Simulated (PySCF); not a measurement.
Unknown compound

An unknown has the formula C$_{9}$H$_{16}$. Its calculated NMR data are:

¹H NMR (600 MHz, computed): δ 2.22 (t, 2H), 1.95 (s, 3H), 1.45 (t, 2H), 0.91 (s, 9H).

¹³C{¹H} NMR (computed): δ 86.6 (C), 81.5 (C), 48.5 (CH2), 32.1 (C), 30.8 (CH3), 16.7 (CH2), 4.9 (CH3).

One conformer, averaged over atoms made equivalent by symmetry, fast rotation or ring inversion, no relativistic terms, no solvent. σ from GIAO-PBE0/pcSseg-1; coordinates at the GFN2-xTB level; PySCF.

Chemical shifts δ = σref − σ; ¹H, ¹³C against TMS, all at this level.

**Question.** Choose the structure that fits.
A. C[C@H]1CC12CCCCC2
B. C1CC[C@@H]2CCC[C@H]2C1
C. C1CCC2(C1)CCCC2
D. C[C@@H]1C[C@H]2CC[C@@H](C1)C2
E. CC#CCCC(C)(C)C

**Answer.** E. 

1. Rings plus π bonds: 2 (no ring in the answer).
2. 7 carbon signals for 9 carbons: some carbons are equivalent by symmetry or fast rotation.
3. Carbon types of the structure: 3 × C, 2 × CH2, 4 × CH3, which accounts for all hydrogens.
4. δC 86.6, 81.5: alkyne carbon; the triple bond shields along its axis, which puts it between sp3 and sp2 carbons.
5. δC 48.5: sp3 CH2; a saturated carbon with 2 carbon neighbours and no heteroatom attached.
6. δC 32.1: quaternary sp3 carbon; a saturated carbon with 4 carbon neighbours and no heteroatom attached.
7. δC 30.8: methyl carbon; saturated and bonded to C and H only.
8. δC 4.9: propargylic methyl carbon; aliphatic region, no heteroatom directly attached.

The others: C[C@H]1CC12CCCCC2 would give 9 carbon signals, not 7; C1CC[C@@H]2CCC[C@H]2C1 would give 5 carbon signals, not 7; C[C@@H]1C[C@H]2CC[C@@H](C1)C2 would give 6 carbon signals, not 7; C1CCC2(C1)CCCC2 would give 3 carbon signals, not 7.

Shifts are as computed. Against solution values, carbons near 30 ppm lie about +3 ppm off and those near 130 ppm about +5 ppm. Of 1211 compounds with measured shifts, 218 miss one by over three times the rms of a fit or turn the order of signals round; such compounds aren't used in these exercises. No couplings were computed; multiplicities are counted from neighbouring protons, with m where these are inequivalent, close in shift, in a saturated or five-membered ring or joined by F or P, and br s for small geminal =CH2 splittings.
